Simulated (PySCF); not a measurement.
CaBe at M06-2X

Computed with M06-2X; Ca 3-21G, Be 3-21G; no relativity (PySCF 2.14).

```
state                                            : ¹Σ⁺ (singlet), closed shell
bond length                                      : 0.3696 nm
harmonic wavenumber                              : 120 cm⁻¹
force constant                                   : 0.0622 mdyn/Å
rotational constant Be                           : 0.1678 cm⁻¹
anharmonicity ωexe                               : 2.88 cm⁻¹
vibration–rotation constant αe                   : 0.00403 cm⁻¹
well depth De to Ca + Be                         : 0.13 eV
dissociation energy D0                           : 0.13 eV
HOMO–LUMO gap                                    : 3.96 eV
bond order (Mayer)                               : 0.29
dipole moment (positive dipole means Ca(−)Be(+)) : -0.30 D
```

Closed-shell solutions of metal pairs were not tested for spin polarisation, which can lower them a little. The bond is weak. Basis-set superposition, not corrected here, can be much of De in a small basis, most of all at correlated wavefunction levels. Functionals without a dispersion term scatter widely for such bonds, and LDA overbinds them. 3-21G is very small, so such numbers show the basis as much as the molecule.
